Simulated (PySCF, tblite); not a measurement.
C6H10N2.
Z-matrix (Å and degrees, GFN2-xTB geometry), rows numbered from 1:
```
C 
C   1  1.5305
C   2  1.4877  1  111.73
N   3  1.3088  2  124.59  1   100.58
C   4  1.3577  3  106.31  2  -178.94
C   5  1.3626  4  109.84  3     0.05
N   3  1.3626  2  124.15  1   -78.30
C   7  1.4346  3  128.23  2    -0.31
H   1  1.0878  2  111.18  3    61.13
H   1  1.0874  2  110.27  3  -178.63
H   1  1.0869  2  109.84  3   -58.93
H   2  1.0936  1  109.82  3  -122.42
H   2  1.0901  1  109.29  3   118.68
H   5  1.0714  4  120.97  3  -179.85
H   6  1.0710  5  131.98  4  -179.86
H   8  1.0897  7  109.37  3  -156.26
H   8  1.0902  7  110.26  3   -36.60
H   8  1.0938  7  111.06  3    83.93
```

Method: PBE0/pcSseg-1 in PySCF (dipole) on a GFN2-xTB geometry, gas phase.

Take the most abundant isotopes and a rigid rotor. The values belong to one conformer with, in the numbering `[CH3:1][CH2:2][c:3]1[n:4][cH:5][cH:6][n:7]1[CH3:8]`, C1–C2–C3–N4 101°.

Q: What are A, B and C (MHz)?

A: Ia = 154.90, Ib = 259.69, Ic = 374.97 u·Å²; 505379 MHz·u·Å²/I gives A = 3263, B = 1946, C = 1348 MHz.

Q: Classify the top.

A: An asymmetric top. Ray's parameter κ = (2B − A − C)/(A − C) = -0.375; −1 is the prolate and +1 the oblate limit.

Q: Is it planar, by Δ = Ic − Ia − Ib?

A: Not planar: Δ = Ic − Ia − Ib = -39.61 u·Å². For a rigid frame Δ = −2 Σ m c², so Σ m c² = 19.81 u·Å² lies off the ab plane: 8.14 from hydrogen and 11.67 from heavier atoms. The atom farthest from that plane is 1.39 Å away.

Q: Give the coordinates in the principal-axis frame, origin at the centre of mass.

A: The sense of each axis is arbitrary; atoms in the order of the calculation.
| atom | mass (u) | a (Å) | b (Å) | c (Å) |
| --- | --- | --- | --- | --- |
| C1 | 12.000 | 2.506 | 0.240 | 0.652 |
| C2 | 12.000 | 1.638 | 0.447 | -0.592 |
| C3 | 12.000 | 0.187 | 0.401 | -0.265 |
| N4 | 14.003 | -0.576 | 1.454 | -0.122 |
| C5 | 12.000 | -1.812 | 0.989 | 0.193 |
| C6 | 12.000 | -1.796 | -0.372 | 0.242 |
| N7 | 14.003 | -0.513 | -0.749 | -0.055 |
| C8 | 12.000 | -0.036 | -2.101 | -0.105 |
| H9 | 1.008 | 2.321 | -0.732 | 1.102 |
| H10 | 1.008 | 3.560 | 0.303 | 0.390 |
| H11 | 1.008 | 2.285 | 1.008 | 1.388 |
| H12 | 1.008 | 1.878 | -0.311 | -1.342 |
| H13 | 1.008 | 1.845 | 1.430 | -1.016 |
| H14 | 1.008 | -2.628 | 1.663 | 0.361 |
| H15 | 1.008 | -2.561 | -1.091 | 0.451 |
| H16 | 1.008 | -0.870 | -2.771 | -0.310 |
| H17 | 1.008 | 0.706 | -2.210 | -0.896 |
| H18 | 1.008 | 0.420 | -2.392 | 0.845 |

Q: Where do the levels up to J = 2 lie, in MHz?

A: Above 0(0,0):
J = 1: 1(0,1) 3294, 1(1,1) 4610, 1(1,0) 5209
J = 2: 2(0,2) 9720, 2(1,2) 10600, 2(1,1) 12395, 2(2,1) 16344, 2(2,0) 16506
The levels of one J sum to (2J + 1)J(J + 1)(A + B + C)/3.

Q: Which types of transition are allowed, and where do some lines up to J = 5 fall?

A: The dipole components are |μa| = 0.79 D, |μb| = 3.90 D, |μc| = 0.04 D. The squared components, which scale the intensities, stand as 0.04 : 1.00 : 0.00 (a : b : c). Some lines, for components of 0.1 D or more:

```tsv
type	branch	J(Ka,Kc)	MHz	lower level (cm⁻¹)
a	Q	4(2,2) ← 4(2,3)	1934	1.310
b	R	1(1,1) ← 0(0,0)	4610	0.000
b	Q	2(2,1) ← 2(1,2)	5744	0.354
b	R	4(0,4) ← 3(1,3)	11507	0.650
a	R	4(2,3) ← 3(2,2)	13047	0.875
a	R	4(1,3) ← 3(1,2)	13953	0.769
b	R	5(1,4) ← 4(2,3)	14712	1.310
a	R	5(2,4) ← 4(2,3)	16111	1.310
b	R	5(2,4) ← 4(1,3)	18377	1.234
b	R	4(3,2) ← 3(2,1)	20855	0.900
```

Its GFN2-xTB frequencies are all real (lowest 37 cm⁻¹). No vibrational averaging or centrifugal distortion is included, and the geometry carries the error of its method. A rigid rotor knows nothing of internal rotation, which can split or shift real lines. Quadrupole hyperfine structure (14N) is left out.
